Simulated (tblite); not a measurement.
C8H11 (doublet state).
Cartesian coordinates in Å at the GFN2-xTB level; atoms count from 1:
```
atom  x, y, z in Å
C1     1.3674    1.0657   -2.5367
C2     1.5835    0.8912   -1.3696
C3     1.8119    0.6766    0.0148
C4     2.1679   -0.6871    0.5183
C5     0.7896   -0.1647    0.8488
C6    -0.3857   -0.7184    0.2505
C7    -1.7420   -0.4985    0.8062
C8    -2.4861    0.6218    0.0578
H9     1.1969    1.2270   -3.5586
H10    2.2338    1.5313    0.5317
H11    2.2266   -1.4808   -0.2117
H12    2.8901   -0.7639    1.3173
H13    0.6516    0.2134    1.8564
H14   -0.3056   -1.1546   -0.7323
H15   -1.6774   -0.2351    1.8647
H16   -2.3338   -1.4151    0.7165
H17   -1.9442    1.5596    0.1503
H18   -3.4860    0.7516    0.4662
H19   -2.5681    0.3765   -0.9981
```

All values are computed: GFN2-xTB (tblite) harmonic vibrations without scaling, gas phase. The method is semi-empirical: single wavenumbers can be off by several per cent or more. One conformer, not necessarily the lowest. Open shells enter through the occupations alone, without spin polarisation, and single modes of such species can be off by tens of per cent.

Harmonic wavenumbers (cm⁻¹): 35.4, 42.0, 120.1, 173.2, 197.5, 277.5, 284.3, 347.1, 404.8, 462.9, 493.9, 593.8, 635.6, 656.5, 731.2, 800.8, 845.0, 869.0, 900.5, 967.8, 992.8, 1037.8, 1052.6, 1056.3, 1060.9, 1104.3, 1155.6, 1195.2, 1223.0, 1235.1, 1274.9, 1314.4, 1336.1, 1395.2, 1412.1, 1444.2, 1479.6, 1495.2, 1502.7, 2266.3, 2930.9, 2966.8, 3019.5, 3025.2, 3027.9, 3039.1, 3043.1, 3082.0, 3097.4, 3103.1, 3400.9.

A = 2876, B = 1401, C = 1043 MHz; mass 107.086 u (most abundant isotopes); point group C1, symmetry number 1; spin multiplicity 2.

Zero-point energy?

½Σν̃ = 34805 cm⁻¹ = 99.51 kcal/mol.

What is S at 500 K and 1 bar for an ideal gas of classical rigid rotors and harmonic oscillators?

Translation 42.52, rotation 30.27, vibration 47.49, spin (R ln 2) 1.38: S = 121.7 cal/(mol K).

And Cp and H(500 K) − H(0)?

Cp = 55.27 cal/(mol K), of which vibrations give 47.32 (their classical limit is 51 R = 101.3); H(500 K) − H(0) = 16.00 kcal/mol without the zero-point energy, 12.03 from vibrations.

What must be added to the electronic energy to get the Gibbs energy at 500 K and 1 bar?

ZPE + [H(500 K) − H(0)] − T·S = 99.51 + 16.00 − 60.83 = 54.68 kcal/mol.

Blend soft modes into free rotors: weight 1/[1 + (100 cm⁻¹/ν̃)⁴] for the oscillator and the rest for a rotor with moment μB/(μ + B), μ = h/(8π²ν), B = 10⁻⁴⁴ kg m². What vibrational entropy results?

43.12 cal/(mol K) in place of 47.49, which changes −T·S at 500 K by +2.19 kcal/mol.

Hindered rotation and anharmonicity are outside this model. Other conformers, if any are populated, would add a mixing term that is left out. The structure is chiral; the term R ln 2 for an equal mix with its mirror image is left out.
